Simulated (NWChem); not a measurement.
System: BeGeH$_{4}$Se; SMILES [GeH3][Be][SeH]

NWChem printed, in part:

```
             Northwest Computational Chemistry Package (NWChem) 7.3.0
             --------------------------------------------------------

 C1  symmetry detected

                             Geometry "geometry" -> ""
                             -------------------------

 Output coordinates in angstroms (scale by  1.889725989 to convert to a.u.)

  No.       Tag          Charge          X              Y              Z
 ---- ---------------- ---------- -------------- -------------- --------------
    1 Be                   4.0000    -0.00629892     0.09832511    -0.00029065
    2 Se                  34.0000    -0.02980746     2.13924095    -0.00000111
    3 H                    1.0000     1.44503158     2.14640533     0.00005839
    4 Ge                  32.0000    -0.01095865    -2.10005192    -0.00001521
    5 H                    1.0000     0.65739090    -2.69904101    -1.25681071
    6 H                    1.0000     0.73121320    -2.69802949     1.21520196
    7 H                    1.0000    -1.44430942    -2.67516615     0.04323739

 Effective nuclear repulsion energy (a.u.)     265.2756033622

  xc_inp: hfexch multiplicative factor not found.

                                 NWChem DFT Module
                                 -----------------

 Summary of "ao basis" -> "ao basis" (spherical)
 ------------------------------------------------------------------------------
       Tag                 Description            Shells   Functions and Types
 ---------------- ------------------------------  ------  ---------------------
 Be                        def2-tzvp                 9       19   5s3p1d
 Se                        def2-tzvp                16       48   6s5p4d1f
 H                         def2-tzvp                 4        6   3s1p
 Ge                        def2-tzvp                16       48   6s5p4d1f

            General Information
            -------------------
          SCF calculation type: DFT
          Wavefunction type:  closed shell.
          No. of atoms     :     7
          No. of electrons :    74
           Alpha electrons :    37
            Beta electrons :    37
          Charge           :     0
          Spin multiplicity:     1
          Use of symmetry is: off; symmetry adaption is: off
          Maximum number of iterations: 150
          AO basis - number of functions:   139
                     number of shells:    57
          Convergence on energy requested:  1.00D-06
          Convergence on density requested:  1.00D-05
          Convergence on gradient requested:  5.00D-04

              XC Information
              --------------
                     Hartree-Fock (Exact) Exchange  1.000

      Superposition of Atomic Density Guess
      -------------------------------------

 Sum of atomic energies:       -4491.68440559

      Non-variational initial energy
      ------------------------------

 Total energy =   -4492.529177
 1-e energy   =   -6788.296369
 2-e energy   =    2030.491589
 HOMO         =      -0.295853
 LUMO         =       0.016240

     ---------------------------------------------
      Total Density - Mulliken Population Analysis
     ---------------------------------------------

    Atom       Charge   Shell Charges
 -----------   ------   -------------------------------------------------------
    1 Be   4     3.71   1.02  0.96  0.57  0.49  0.03  0.53  0.00  0.03  0.07
    2 Se  34    34.47   2.00  2.00  1.16  0.78  0.99  0.88  6.00  5.94  1.03  2.46  1.19  8.96  1.04  0.00  0.03  0.00
    3 H    1     0.77   0.18  0.41  0.16  0.02
    4 Ge  32    31.97   2.00  2.00  1.16  0.80  0.82  0.63  5.98  4.43  1.57  1.37  1.13  8.89  1.11  0.01  0.06  0.01
    5 H    1     1.02   0.22  0.54  0.26  0.01
    6 H    1     1.02   0.22  0.54  0.26  0.01
    7 H    1     1.03   0.22  0.54  0.26  0.01

   convergence    iter        energy       DeltaE   RMS-Dens  Diis-err
 ---------------- ----- ----------------- --------- --------- ---------
 d= 0,ls=0.0,diis     1  -4492.1690263062 -4.76D+03  2.99D-03  1.48D-01
 d= 0,ls=0.0,diis     2  -4492.2078059849 -3.88D-02  9.58D-04  2.87D-02
 d= 0,ls=0.0,diis     3  -4492.2123414870 -4.54D-03  4.43D-04  4.58D-03
 d= 0,ls=0.0,diis     4  -4492.2131966369 -8.55D-04  1.18D-04  2.85D-04
 d= 0,ls=0.0,diis     5  -4492.2132644951 -6.79D-05  3.93D-05  1.81D-05
  Resetting Diis
 d= 0,ls=0.0,diis     6  -4492.2132708238 -6.33D-06  1.30D-05  3.88D-06
 d= 0,ls=0.0,diis     7  -4492.2132715797 -7.56D-07  4.48D-06  2.67D-07

         Total DFT energy =    -4492.213271579712
      One electron energy =    -6791.819338417265
           Coulomb energy =     2201.591663742412
    Exchange-Corr. energy =     -167.261200267073
 Nuclear repulsion energy =      265.275603362215

 Numeric. integr. density =        0.000000000000

                       DFT Final Molecular Orbital Analysis
                       ------------------------------------

 Vector   35  Occ=2.000000D+00  E=-4.464040D-01
              MO Center= -1.7D-03,  1.3D+00,  3.8D-04, r^2= 3.8D+00
   Bfn.  Coefficient  Atom+Function         Bfn.  Coefficient  Atom+Function
  ----- ------------  ---------------      ----- ------------  ---------------
    36      0.351333  2 Se py                25      0.240870  2 Se s
     3     -0.236723  1 Be s                 30     -0.235870  2 Se py
     4     -0.201781  1 Be s                 33      0.196111  2 Se py
    39      0.188746  2 Se py                24      0.180623  2 Se s
     2      0.130099  1 Be s                 90     -0.128932  4 Ge py

 Vector   36  Occ=2.000000D+00  E=-3.866702D-01
              MO Center= -2.0D-02, -7.2D-01, -2.2D-05, r^2= 4.3D+00
   Bfn.  Coefficient  Atom+Function         Bfn.  Coefficient  Atom+Function
  ----- ------------  ---------------      ----- ------------  ---------------
     7      0.360506  1 Be py                90      0.314435  4 Ge py
    36      0.214428  2 Se py                93      0.204412  4 Ge py
    30     -0.148894  2 Se py                 4      0.147481  1 Be s
    84     -0.145026  4 Ge py                 3      0.128850  1 Be s
    33      0.128809  2 Se py                39      0.128881  2 Se py

 Vector   37  Occ=2.000000D+00  E=-3.630237D-01
              MO Center= -2.2D-03,  2.0D+00, -1.5D-04, r^2= 2.1D+00
   Bfn.  Coefficient  Atom+Function         Bfn.  Coefficient  Atom+Function
  ----- ------------  ---------------      ----- ------------  ---------------
    37      0.492303  2 Se pz                40      0.332821  2 Se pz
    31     -0.303958  2 Se pz                34      0.256926  2 Se pz
     8     -0.112156  1 Be pz                28      0.092447  2 Se pz
    14      0.042051  1 Be pz                16      0.042099  1 Be d -1

 Vector   38  Occ=0.000000D+00  E= 5.020213D-02
              MO Center= -7.2D-01,  1.6D-01, -2.3D-03, r^2= 7.2D+00
   Bfn.  Coefficient  Atom+Function         Bfn.  Coefficient  Atom+Function
  ----- ------------  ---------------      ----- ------------  ---------------
     4      1.556602  1 Be s                  5     -1.494042  1 Be s
    12      0.578064  1 Be px                 6     -0.250714  1 Be px
    70     -0.227711  3 H  s                 93     -0.219020  4 Ge py
    39      0.204600  2 Se py               136      0.185046  7 H  s
     3     -0.152459  1 Be s                 24      0.138723  2 Se s

 Vector   39  Occ=0.000000D+00  E= 5.478630D-02
              MO Center=  8.3D-01,  2.6D-03, -2.1D-03, r^2= 8.2D+00
   Bfn.  Coefficient  Atom+Function         Bfn.  Coefficient  Atom+Function
  ----- ------------  ---------------      ----- ------------  ---------------
     5     -1.814231  1 Be s                  4      1.659139  1 Be s
    12     -0.545871  1 Be px               136     -0.221458  7 H  s
    93     -0.215697  4 Ge py                 6      0.203160  1 Be px
     3     -0.185734  1 Be s                 79      0.175313  4 Ge s
    19     -0.153318  1 Be d  2              38      0.133696  2 Se px

 Vector   40  Occ=0.000000D+00  E= 6.592510D-02
              MO Center= -3.1D-02, -1.6D-01,  4.4D-03, r^2= 5.1D+00
   Bfn.  Coefficient  Atom+Function         Bfn.  Coefficient  Atom+Function
  ----- ------------  ---------------      ----- ------------  ---------------
    14      0.800398  1 Be pz                40     -0.401668  2 Se pz
     8     -0.313728  1 Be pz               124      0.288715  5 H  s
   130     -0.278004  6 H  s                 94      0.190957  4 Ge pz
    37     -0.106195  2 Se pz                34     -0.093023  2 Se pz
    31      0.091977  2 Se pz               123      0.073766  5 H  s

     ---------------------------------------------
      Total Density - Mulliken Population Analysis
     ---------------------------------------------

    Atom       Charge   Shell Charges
 -----------   ------   -------------------------------------------------------
    1 Be   4     3.76   1.02  0.96  0.47  0.39 -0.02  0.77  0.01  0.04  0.11
    2 Se  34    34.24   2.00  2.00  1.16  0.78  0.95  0.90  6.00  5.94  0.98  2.34  1.12  8.96  1.04  0.02  0.05  0.01
    3 H    1     0.89   0.22  0.50  0.15  0.02
    4 Ge  32    32.03   2.00  2.00  1.16  0.80  0.75  0.60  5.98  4.44  1.56  1.46  1.08  8.91  1.09  0.05  0.12  0.02
    5 H    1     1.03   0.23  0.56  0.23  0.01
    6 H    1     1.03   0.23  0.56  0.23  0.01
    7 H    1     1.03   0.23  0.56  0.23  0.01

     -------------------------------------------
      Total Density - Lowdin Population Analysis
     -------------------------------------------

[...]
```

Level: Hartree-Fock/def2-TZVP. The geometry was optimised at PBE0/def2-SVP.

**Question.** Reconstruct the input file.

**Answer.** Several could match; the one computed here: the input that was run:
```
start job
memory heap 200 mb stack 900 mb global 1100 mb
geometry units angstroms noautoz
  Be    -0.003564     0.098767     0.000392
  Se    -0.090190     2.137964     0.008251
  H      1.353076     2.190595    -0.290772
  Ge     0.060520    -2.098680    -0.001418
  H      0.478544    -2.683031    -1.368460
  H      1.051939    -2.667432     1.037215
  H     -1.315639    -2.717489     0.330822
end
basis spherical
  Be library def2-tzvp
  Se library def2-tzvp
  H library def2-tzvp
  Ge library def2-tzvp
end
dft
  xc hfexch
  iterations 150
  mulliken
end
task dft energy
```
